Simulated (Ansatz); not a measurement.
The cluster Zr3O7H2⁻. Total charge -1; doublet. Geometry PBE0-D4/def2-SVP, that of the neutral singlet; atoms count from 1.

Cartesian coordinates in Å:
```
Zr -1.969 -0.446 0.551
Zr 0.737 1.101 -0.041
Zr 0.429 -1.801 -0.925
O -3.261 -0.901 1.640
O 0.276 -0.736 0.783
O -1.112 1.548 0.887
O 2.174 2.273 0.478
O -1.263 1.421 -0.577
O -1.468 -1.824 -0.906
O 1.128 -0.079 -1.569
H 2.899 2.868 0.670
H 1.429 -3.423 -0.992
```

In the def2 sets Zr takes a core potential; there is no spin–orbit coupling. The structure holds one bond between oxygen atoms, so isomers without such links may lie far lower. The highest occupied level of the charge -1 doublet lies above zero (up to 0.76 eV). By energy differences its removal costs 0.67 eV (vertical, to the charge 0 singlet, at PBE0-D4/def2-SVP); self-interaction error and the lack of diffuse functions both raise the level. The structure comes from a short search, and lower isomers may exist.

Estimate the Mulliken populations from the PBE0/def2-SVP orbitals of Ansatz.


| atom | charge (e) | spin (α − β) | d electrons |
| --- | --- | --- | --- |
| Zr1 | 0.76 | 0.46 | 2.23 |
| Zr2 | 1.05 | 0.43 | 2.05 |
| Zr3 | 0.89 | 0.19 | 2.06 |
| O4 | -0.42 | -0.01 | – |
| O5 | -0.69 | -0.01 | – |
| O6 | -0.43 | 0.00 | – |
| O7 | -0.44 | -0.02 | – |
| O8 | -0.39 | -0.02 | – |
| O9 | -0.61 | -0.01 | – |
| O10 | -0.61 | 0.00 | – |
| H11 | 0.18 | -0.01 | – |
| H12 | -0.29 | -0.01 | – |
Mulliken values and Mayer orders depend strongly on the basis.

Where does the spin sit?

Summed by element: Zr 1.08, O -0.07, H -0.01, of 1 unpaired in all. Largest on single atoms: Zr1 0.46, Zr2 0.43, Zr3 0.19.

And the Mayer bond orders between bonded heavy atoms (over 0.3)?

Zr1–O4 2.31 (1.75 Å); Zr1–O5 0.42 (2.28 Å); Zr1–O6 0.44 (2.20 Å); Zr1–O8 0.36 (2.29 Å); Zr1–O9 0.76 (2.07 Å); Zr2–O5 0.70 (2.06 Å); Zr2–O6 0.54 (2.12 Å); Zr2–O7 1.21 (1.93 Å); Zr2–O8 0.58 (2.10 Å); Zr2–O10 0.99 (1.97 Å); Zr3–O5 0.90 (2.02 Å); Zr3–O9 1.36 (1.90 Å); Zr3–O10 1.11 (1.97 Å); O6–O8 0.87 (1.48 Å).
